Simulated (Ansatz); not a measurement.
Gas-phase electronic energies from Ansatz, PBE0-D4/def2-TZVP geometries. CBS: MP2 limit from def2 TZ/QZ plus the TZ coupled-cluster correction, frozen cores. This one scheme is used for every species. DFT in def2-TZVPP. B3LYP here is the variant with VWN-RPA as its local correlation; programs differ in this. HSE06 is defined as in plane-wave codes. Elements past krypton have def2 core potentials. For Sb outer-core shells are correlated without core-valence functions, which leaves a few kJ/mol of doubt a bond. One conformer a species, not always the lowest.

Reaction (cleavage of the Sb–Si bond): `[CH3][AlH][SiH2][SbH2]` + `N[SiH](O)F` → `N[SiH](F)[O][SbH2]` + `[CH3][AlH][SiH3]`

```csv
level,ΔE (kcal/mol)
r2SCAN-D4,13.2
B3LYP-D4,9.3
HSE06-D4,15.6
PBE,14.4
BLYP,7.0
MP2/def2-SVP,11.1
HF/def2-TZVPP,2.7
SCS-MP2/def2-TZVPP,9.4
```

(1) What does CCSD(T)/CBS give? (Estimate.)

Largest T1 diagnostic among the species: 0.014.

Results:

(1) Ansatz gave: +12.3 kcal/mol. The listed levels differ from it by 0.9, -3.0, 3.3, 2.1, -5.3, -1.2, -9.6, -2.9 kcal/mol.

The D4 term adds +1.3 kcal/mol with B3LYP and +0.7 kcal/mol with PBE0; it sums over pairs of atoms, weighted by their polarisabilities, and B3LYP, whose exchange is more repulsive, gets the larger term. At CCSD(T), def2-SVP lies −1.9 kcal/mol from the extrapolated value and def2-TZVPP −0.9 kcal/mol.
